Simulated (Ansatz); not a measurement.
Cost and result for the atomization energy of GaH5OSSi, SMILES `[SiH3][O][GaH][SH]` (9 atoms, 8 bonds).

```xyz
9

Si   -0.508    0.513   -1.344
O    -0.863   -0.455   -0.083
Ga   -0.162   -0.979    1.468
S     1.798   -0.151    1.994
H    -1.537    1.578   -1.475
H     0.821    1.173   -1.162
H    -0.461   -0.281   -2.599
H    -0.967   -1.974    2.337
H     1.880    0.576    0.865
```

Total charge 0; spin multiplicity 1. Correlated methods include outer-core shells of Ga, which these sets cover unevenly. Scalar relativity is left out up to krypton. The geometry is a stationary point of PBE0-D4/def2-TZVP. It is one conformer, not always the lowest. Program: Ansatz. Hardware: A = 2 threads of an AMD EPYC 7R13 on a shared host; B = 2 threads of an AMD EPYC 7R13 on a shared host and a share of an NVIDIA H100 80 GB. Times are those of one run each, without the atoms' runs, and a repeat can differ threefold. Electronic energies, without spin–orbit coupling; frozen cores. CCSD(T)/CBS adds CCSD(T) − MP2 in def2-TZVPP to the MP2 limit, and its time is that of the two runs behind it. T1 = 0.014. With those shells the extrapolation isn't a true limit. B3LYP takes the VWN-RPA correlation (the form of Gaussian; ORCA's B3LYP/G).

CCSD(T)/CBS is a level of theory with its own doubt, some kJ/mol a heavy atom from the limit and from the frozen cores, so smaller differences don't rank the functionals.

```json
{"level": "LDA (SPW92)/def2-TZVPP [A]", "functions": "233", "wall time": "1.9 s", "atomization (kcal/mol)": "743.4", "difference from CCSD(T)/CBS": "78.7", "per bond": "9.8"}
{"level": "revPBE-D4/def2-TZVPP [A]", "functions": "233", "wall time": "2.7 s", "atomization (kcal/mol)": "641.2", "difference from CCSD(T)/CBS": "-23.5", "per bond": "-2.9"}
{"level": "BLYP-D4/def2-TZVPP [A]", "functions": "233", "wall time": "2.9 s", "atomization (kcal/mol)": "649.4", "difference from CCSD(T)/CBS": "-15.3", "per bond": "-1.9"}
{"level": "PBE-D4/def2-TZVPP (with forces) [A]", "functions": "233", "wall time": "3.2 s", "atomization (kcal/mol)": "655.7", "difference from CCSD(T)/CBS": "-9.0", "per bond": "-1.1"}
{"level": "PBE0-D4/def2-TZVPP [A]", "functions": "233", "wall time": "4.5 s", "atomization (kcal/mol)": "649.0", "difference from CCSD(T)/CBS": "-15.7", "per bond": "-2.0"}
{"level": "r2SCAN-D4/def2-TZVPP (with forces) [A]", "functions": "233", "wall time": "6.5 s", "atomization (kcal/mol)": "662.4", "difference from CCSD(T)/CBS": "-2.3", "per bond": "-0.3"}
{"level": "CAM-B3LYP-D4/def2-TZVPP [A]", "functions": "233", "wall time": "6.5 s", "atomization (kcal/mol)": "659.8", "difference from CCSD(T)/CBS": "-4.9", "per bond": "-0.6"}
{"level": "CCSD(T)/def2-SVP [A]", "functions": "107", "wall time": "7 s", "atomization (kcal/mol)": "613.6", "difference from CCSD(T)/CBS": "-51.1", "per bond": "-6.4"}
{"level": "B3LYP-D4/def2-TZVPP (with forces) [A]", "functions": "233", "wall time": "7.5 s", "atomization (kcal/mol)": "654.2", "difference from CCSD(T)/CBS": "-10.5", "per bond": "-1.3"}
{"level": "CCSD(T)/def2-TZVPP [B]", "functions": "233", "wall time": "11 s", "atomization (kcal/mol)": "647.9", "difference from CCSD(T)/CBS": "-16.8", "per bond": "-2.1"}
{"level": "ωB97X-V/def2-TZVPP [A]", "functions": "233", "wall time": "11 s", "atomization (kcal/mol)": "665.9", "difference from CCSD(T)/CBS": "1.2", "per bond": "0.1"}
{"level": "CCSD(T)/def2-QZVPP [B]", "functions": "436", "wall time": "21 s", "atomization (kcal/mol)": "659.5", "difference from CCSD(T)/CBS": "-5.2", "per bond": "-0.7"}
{"level": "CCSD(T)/CBS(def2)", "functions": "–", "wall time": "31 s", "atomization (kcal/mol)": "664.7", "difference from CCSD(T)/CBS": "0.0", "per bond": "0.0"}
```

At CCSD(T), def2-SVP lies −51.2 kcal/mol from the extrapolated value and def2-TZVPP −16.8 kcal/mol: correlation converges slowly with the basis, and small sets miss more of it in the bonded molecule than in its fragments. From r2SCAN to r2SCAN0 (25 % exact exchange), in def2-TZVPP and without D4, the atomization energy moves by −10.4 kcal/mol: exact exchange takes away binding that semilocal exchange gives to molecules. The D4 term adds +8.6 kcal/mol with B3LYP and +4.5 kcal/mol with PBE0; it sums over pairs of atoms, weighted by their polarisabilities, and B3LYP, whose exchange is more repulsive, gets the larger term.
